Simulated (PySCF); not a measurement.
Species: C4H8F3O2P.
Geometry (PBE0-D3(BJ)/def2-SVP, Å), atoms numbered from 1 in this order:
```xyz
18
C4H8F3O2P angstrom
C      0.4680   -1.8773    0.2101
P      0.5691   -0.2735   -0.6092
O      1.1500   -0.2673   -1.9953
C      1.5726    0.8606    0.4245
O      1.8016    1.9899   -0.3635
C     -1.1072    0.4771   -0.6370
C     -2.0014    0.2859    0.5536
F     -1.3701    0.5845    1.7022
F     -3.0863    1.0555    0.4861
F     -2.4185   -0.9825    0.6576
H     -0.2106   -2.5344   -0.3511
H      1.4747   -2.3199    0.2008
H      0.1105   -1.7796    1.2450
H      2.5031    0.3289    0.7142
H      1.0468    1.1532    1.3458
H      2.0078    1.6547   -1.2533
H     -0.9259    1.5525   -0.7882
H     -1.6120    0.0932   -1.5353
```

The closed-shell ground state was solved at several levels (PySCF, density fitting, gas phase, non-relativistic).

```tsv
level	basis functions	total energy (Eh)	HOMO (eV)	LUMO (eV)	gap (eV)	dipole (D)
KT2/pcSseg-1	217	-960.0918	-6.44	-0.16	6.28	2.25
wB97X-D/def2-SVPD	283	-947.9053	-9.85	1.96	11.81	2.58
```

Q: Estimate the row for PBE0/pcSseg-1, a basis of 217 functions; the other rows only guide the guess.

A: Total energy -947.7896 Eh, HOMO -7.84 eV, LUMO 1.00 eV, gap 8.84 eV, dipole 2.45 D.

Q: Over all these levels, which gives the widest orbital gap and which the narrowest?

A: wB97X-D/def2-SVPD (range-separated hybrid) has the widest, 11.81 eV, and KT2/pcSseg-1 (GGA) the narrowest, 6.28 eV. Functional and basis both differ between the two, so the spread mixes both effects.

Q: How far do the dipole and the HOMO energy spread over the levels?

A: The dipole runs from 2.25 to 2.58 D (mean 2.43 D) and the HOMO from -9.85 to -6.44 eV.

One conformer stands for the species.

The pairwise dispersion term of wB97X-D wasn't added to the energies; at a given geometry it leaves orbitals and properties as they are.
